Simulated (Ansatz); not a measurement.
```yaml
crystal:
  periodic: [false, false, false]
  atoms:
    - {symbol: C, position_ang: [-0.293030, -1.079581, 0.458206]}
    - {symbol: N, position_ang: [0.576832, -0.525337, 0.987662]}
    - {symbol: Ga, position_ang: [-0.190285, 1.167673, -1.124285]}
    - {symbol: H, position_ang: [-1.014877, -1.630003, 0.012794]}
    - {symbol: H, position_ang: [0.999078, 2.076929, -0.308646]}
basis:
  gaussian: {orbitals: aug-cc-pVTZ}
magnetization: {spin_polarized: true, initial_magnetization: 1}
hamiltonian: {xc: {name: BLYP}, dispersion: d4}
```

```sh
$ ansatz run in.yaml --threads 2 --pin off --events-out ev --progress --plain --max-ram 4352MiB
```

(1) How does Ansatz answer? (Best estimate.)

Results:

(1) Computed: The input was rejected before any iteration.
```
Error: a molecule whose nuclei and cores have a total charge of 46 cannot have a net charge of 0 together with 1 unpaired electrons
```
